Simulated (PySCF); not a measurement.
Job file and geometry (Å, from GFN2-xTB) of an NMR shielding run on `FC(/C=C\CF)(F)F`, C4H4F4, GIAO PBE0/pcSseg-1 NMR shielding, non-relativistic, gas phase in PySCF; density fitting, a coarse starting grid and PySCF grid level 2 are the driver's defaults:

```
$ OMP_NUM_THREADS=1 python probes_run.py task.json out

{"job": {"kind": "nmr", "xc": "PBE0", "basis": "pcSseg-1"}, "charge": 0, "multiplicity": 1}
F      2.780507    -0.384706    -0.222805
C      1.434850    -0.556354    -0.040406
C      0.737070     0.761543    -0.090596
C     -0.574667     0.936892    -0.025365
C     -1.535863    -0.205688     0.093953
F     -1.264672    -1.010956     1.140174
F     -1.524395    -1.004519    -0.992149
F     -2.796596     0.209142     0.249310
H      1.303510    -1.039540     0.935905
H      1.086481    -1.234104    -0.829130
H      1.389986     1.617189    -0.183649
H     -1.035014     1.910415    -0.061268
```

**Question.** Write the output of this run.

**Answer.** 
```
coarse grid: 11168 points
cycle   1  E = -553.3498196475  dE =  1.210e+00  |g| = 9.582e-01  |ddm| = 3.017e+00
cycle   2  E = -553.2049858237  dE =  1.448e-01  |g| = 1.406e+00  |ddm| = 1.333e+00
cycle   3  E = -553.5005171482  dE = -2.955e-01  |g| = 7.410e-02  |ddm| = 8.344e-01
cycle   4  E = -553.5011743326  dE = -6.572e-04  |g| = 4.928e-02  |ddm| = 8.475e-02
cycle   5  E = -553.5017104455  dE = -5.361e-04  |g| = 1.431e-02  |ddm| = 4.297e-02
cycle   6  E = -553.5017584733  dE = -4.803e-05  |g| = 3.050e-03  |ddm| = 1.248e-02
cycle   7  E = -553.5017605809  dE = -2.108e-06  |g| = 5.653e-04  |ddm| = 2.734e-03
final grid: 112736 points
cycle   8  E = -553.5753480247  dE = -5.230e-05  |g| = 7.870e-03  |ddm| = 2.988e-02
cycle   9  E = -553.5753399747  dE =  8.050e-06  |g| = 1.085e-02  |ddm| = 1.303e-02
cycle  10  E = -553.5753606408  dE = -2.067e-05  |g| = 8.390e-04  |ddm| = 7.134e-03
cycle  11  E = -553.5753607681  dE = -1.273e-07  |g| = 2.378e-04  |ddm| = 8.347e-04
cycle  12  E = -553.5753607766  dE = -8.485e-09  |g| = 9.775e-05  |ddm| = 1.884e-04
cycle  13  E = -553.5753607784  dE = -1.773e-09  |g| = 2.831e-05  |ddm| = 7.749e-05
cycle  14  E = -553.5753607786  dE = -1.833e-10  |g| = 6.443e-06  |ddm| = 2.671e-05
converged SCF energy = -553.5753607786

GIAO shielding tensors (ppm)
atom      isotropic    diamagn.    paramagn.     s11        s22        s33       span
  0 F      429.734     469.168     -39.434    391.252    420.995    476.955     85.703
  1 C      103.138     244.223    -141.085     73.121     82.138    154.156     81.035
  2 C       32.162     254.848    -222.686    -80.173     35.243    141.415    221.587
  3 C       60.487     256.994    -196.507    -38.771     79.413    140.818    179.589
  4 C       55.107     240.470    -185.362     49.034     54.004     62.285     13.252
  5 F      247.227     475.842    -228.615    167.226    238.577    335.878    168.652
  6 F      246.804     475.196    -228.392    172.614    228.163    339.635    167.021
  7 F      252.502     470.585    -218.083    180.886    232.012    344.609    163.723
  8 H       25.824      28.658      -2.833     20.670     26.225     30.578      9.908
  9 H       25.840      28.815      -2.975     20.765     25.846     30.911     10.146
 10 H       24.769      30.336      -5.567     22.761     24.041     27.506      4.745
 11 H       25.762      30.366      -4.604     23.541     25.647     28.096      4.554
```

**Question.** Turn these shieldings into chemical shifts. References, each an isolated molecule treated in the same way: 19F (σref 170.95) vs CFCl3; 13C (σref 186.93) and 1H (σref 31.72) against TMS.

**Answer.** Averaging equivalent atoms: F 5/6/7: -77.9; F 0: -258.8; C 2: 154.8; C 4: 131.8; C 3: 126.4; C 1: 83.8; H 10: 6.95; H 11: 5.96; H 8/9: 5.88 ppm. Unscaled 19F shifts against computed CFCl3 carry errors that often reach 10 to 50 ppm.

Size and cost of the density-fitted run: 156 basis functions, 21 s wall time on 1 thread of an Arm Neoverse V1, shared host; peak memory 0.71 GiB.
